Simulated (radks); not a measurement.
Neutral promethium, configuration [Xe] 4f5 6s1.5 6p0.5 (fractional occupations, a model configuration). All-electron calculation, Dirac Kohn-Sham, PBEsol, spin-unpolarised, spherical densities, point nucleus; open shells fill j = l - 1/2 first. Program: a radial shooting solver on a logarithmic mesh with Libxc functionals.

Normalised radial functions P(r) = r R(r) (large component), r in bohr:

r           4d5/2    5s1/2
0.002518   0.0001   0.0787
0.002955   0.0001   0.0882
0.003468   0.0002   0.0981
0.00407    0.0003   0.1085
0.004776   0.0004   0.1189
0.005604   0.0007   0.1291
0.006577   0.0011   0.1384
0.007718   0.0017   0.1461
0.009057   0.0026   0.1513
0.01071    0.0042   0.1528
0.01257    0.0065   0.1489
0.01475    0.0100   0.1384
0.01731    0.0153   0.1197
0.02032    0.0232   0.0915
0.02384    0.0349   0.0531
0.02798    0.0518   0.0047
0.03284    0.0758  -0.0519
0.03853    0.1094  -0.1128
0.04522    0.1549  -0.1715
0.05307    0.2147  -0.2187
0.06227    0.2905  -0.2434
0.07308    0.3818  -0.2343
0.08576    0.4849  -0.1828
0.1006     0.5912  -0.0872
0.1181     0.6859   0.0431
0.1386     0.7479   0.1850
0.1626     0.7514   0.3031
0.1909     0.6707   0.3566
0.224      0.4877   0.3125
0.2628     0.2004   0.1615
0.3084    -0.1688  -0.0692
0.362     -0.5718  -0.3152
0.4248    -0.9424  -0.4905
0.4985    -1.2117  -0.5177
0.585     -1.3309  -0.3626
0.6865    -1.2889  -0.0529
0.8056    -1.1149   0.3295
0.9453    -0.8655   0.6805
1.109     -0.6028   0.9135
1.302     -0.3749   0.9860
1.528     -0.2063   0.9071
1.807     -0.0952   0.7156
2.121     -0.0389   0.4981
2.489     -0.0134   0.3027
2.921     -0.0038   0.1596
3.427     -0.0008   0.0723
4.022     -0.0001   0.0277
4.72      0.0000   0.0088
5.539     0.0000   0.0022
6.5       0.0000   0.0004
7.628     0.0000   0.0001
8.951     0.0000   0.0000
10.5      0.0000   0.0000
12.33     0.0000   0.0000
14.47     0.0000   0.0000
16.98     0.0000   0.0000
19.92      0.0000   0.0000

4d5/2: eigenvalue -121.02 eV, 1 radial node at r = 0.288 bohr, <r> = 0.693 bohr, 90 % of the charge inside 1.04 bohr. 5s1/2: eigenvalue -42.348 eV, 4 radial nodes at r = 0.0284, 0.112, 0.295, 0.702 bohr, <r> = 1.44 bohr, 90 % of the charge inside 2.08 bohr.
